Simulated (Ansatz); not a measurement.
Reaction (hydrogenolysis of a Ge–Cl bond): `[CH3][Ge]([NH2])([OH])[Cl]` + H₂ → `[CH3][GeH]([NH2])[OH]` + HCl

Gas-phase electronic energies from Ansatz, PBE0-D4/def2-TZVP geometries. CCSD(T)/CBS adds triple-zeta CCSD(T) − MP2 to the extrapolated MP2 energy (def2 sets, frozen cores). This one scheme is used for every species. Functionals use def2-TZVPP. For Ge outer-core shells are correlated without core-valence functions, which leaves a few kJ/mol of doubt a bond. Scalar relativity is left out up to krypton. Each species was taken in one conformer, which may not be the lowest.

```tsv
level	ΔE (kcal/mol)	difference from CCSD(T)/CBS
PBE-D4	19.7	0.9
r2SCAN-D4	20.8	2.0
ωB97X-V	19.1	0.3
ωB97M-V	19.4	0.6
B2PLYP	18.7	-0.1
PBE	18.3	-0.5
r2SCAN	20.5	1.7
PBE0	18.1	-0.7
HF/def2-TZVPP	17.2	-1.6
CCSD/def2-TZVPP	17.5	-1.3
CCSD(T)/def2-TZVPP	18.4	-0.4
HF/def2-QZVPP	17.1	-1.7
MP2/def2-QZVPP	20.7	1.9
HF/CBS(def2)	17.1	-1.7
MP2/CBS(def2)	21.0	2.2
CCSD/CBS(def2)	17.9	-0.9
CCSD(T)/CBS	18.8	0
```

Largest T1 diagnostic among the species: 0.011.

The D4 term adds +2.2 kcal/mol with B3LYP and +1.2 kcal/mol with PBE0; it sums over pairs of atoms, weighted by their polarisabilities, and B3LYP, whose exchange is more repulsive, gets the larger term. In def2-TZVPP, CCSD(T) changes the Hartree–Fock value by +1.2 kcal/mol (the triples alone add +0.9 kcal/mol) and MP2 by +3.3 kcal/mol.

B3LYP here is the variant with VWN-RPA as its local correlation; programs differ in this.
